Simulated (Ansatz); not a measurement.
C4H11O2 (SMILES COCC[OH+]C), charge +1, singlet, geometry from GFN2-xTB; B3LYP/6-31G in Ansatz (a program for electronic structure).

The Ansatz input:
Ansatz 0.2 input:
```yaml
crystal:
  periodic: [false, false, false]
  atoms:
    - {symbol: C, position_ang: [-2.15155968, -1.05435310, -0.18700047]}
    - {symbol: O, position_ang: [-1.03706568, -0.60282853, 0.56491278]}
    - {symbol: C, position_ang: [-0.74096859, 0.75977972, 0.44396047]}
    - {symbol: C, position_ang: [0.32326333, 1.03534935, -0.63017207]}
    - {symbol: O, position_ang: [1.64623900, 0.69231972, -0.08650531]}
    - {symbol: C, position_ang: [1.87356508, -0.73366169, 0.08883428]}
    - {symbol: H, position_ang: [-3.06051875, -0.52494889, 0.10758144]}
    - {symbol: H, position_ang: [-2.25908821, -2.11062448, 0.04540578]}
    - {symbol: H, position_ang: [-1.99283928, -0.93152040, -1.26253072]}
    - {symbol: H, position_ang: [-0.35610810, 1.09864137, 1.41167953]}
    - {symbol: H, position_ang: [-1.63596451, 1.34445172, 0.20391310]}
    - {symbol: H, position_ang: [0.35300515, 2.09951916, -0.86576621]}
    - {symbol: H, position_ang: [0.13060297, 0.44812033, -1.53217384]}
    - {symbol: H, position_ang: [2.34477065, 1.05032971, -0.67154185]}
    - {symbol: H, position_ang: [2.80548219, -0.85117473, 0.63889335]}
    - {symbol: H, position_ang: [1.04210989, -1.13125798, 0.67311258]}
    - {symbol: H, position_ang: [1.92936068, -1.25015116, -0.86956641]}
basis:
  gaussian:
    orbitals: 6-31G
    fitting: {mean_field: def2-universal-JKFIT}
hamiltonian:
  xc: b3lyp
total_charge: 1
```

Question: What does Ansatz print? Leave out banner, timings and long lists.

Answer: 
```
Functional definition: B3LYP
652 factors; integrals over basis functions are off by at most 4.1e-2 eV
mean field evaluation 1: about -8398.5956 eV, gradient 7.3e1 eV
mean field evaluation 2: about -8377.2513 eV, gradient 1.2e2 eV
mean field evaluation 4: about -8410.3147 eV, gradient 6.8e0 eV
mean field evaluation 8: about -8410.4062 eV, gradient 1.5e-1 eV
mean field evaluation 16: about -8410.4062 eV, gradient 8.0e-6 eV
mean field -8410.40623059 eV, -309.0767281960 hartree, gradient 8.0e-6 eV, S^2 0.000000; 0 other end points of the search recorded, 0 dependent functions left out
reference -8410.40643791 eV, -309.0767358151 hartree; 25, 25 occupied and 51, 51 virtual orbitals, 652 factors
Total energy: -8410.40643791 eV, -309.0767358151 hartree
```
